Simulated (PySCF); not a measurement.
H6O4SnTi, SMILES [OH][Ti]([OH])([OH])[O][SnH3], multiplicity 1.

Geometry optimised at PBE-D3(BJ)/def2-SVP. The multiplicity is an assumed one; other spin states were not compared. The def2 effective core potentials stand for the cores of Sn; spin–orbit coupling is left out. Other conformers were not sampled.

Level of theory: PBE-D3(BJ)/def2-SVP in PySCF 2.14.0.

Frequencies are harmonic and unscaled.

```csv
mode,ν (cm⁻¹),IR (km/mol),moving atoms (share of kinetic energy)
1,38,1.2,"O 78 %, H 10 %"
2,50,3.8,"O 60 %, Sn 25 %, Ti 9 %"
3,94,1.6,H 93 %
4,156,13.9,"O 60 %, H 17 %, Sn 13 %, Ti 9 %"
5,173,4.0,"O 54 %, H 36 %, Ti 10 %"
6,177,2.9,"O 53 %, H 40 %"
7,199,18.2,"O 51 %, H 41 %"
8,228,19.0,"O 52 %, H 30 %, Ti 18 %"
9,252,41.5,"H 62 %, O 29 %"
10,264,96.0,"H 45 %, O 39 %, Ti 13 %"
11,292,137.8,"H 69 %, O 29 %"
12,444,113.4,"H 59 %, O 30 %"
13,475,89.5,"H 79 %, O 17 %"
14,489,26.2,"H 81 %, O 18 %"
15,490,110.1,"H 83 %, O 16 %"
16,499,65.9,"H 70 %, O 29 %"
17,521,115.3,"O 48 %, H 43 %"
18,659,342.1,"H 80 %, O 12 %"
19,673,126.6,H 98 %
20,678,71.6,H 99 %
21,698,50.6,"O 73 %, H 17 %, Ti 9 %"
22,744,150.6,"O 58 %, Ti 32 %, H 9 %"
23,769,169.0,"O 53 %, Ti 37 %, H 10 %"
24,826,368.5,"O 71 %, Ti 18 %, H 10 %"
25,1853,65.6,H 100 %
26,1871,170.2,H 99 %
27,1877,157.7,H 99 %
28,3763,117.3,H 94 %
29,3766,172.9,H 94 %
30,3774,109.5,H 94 %
```
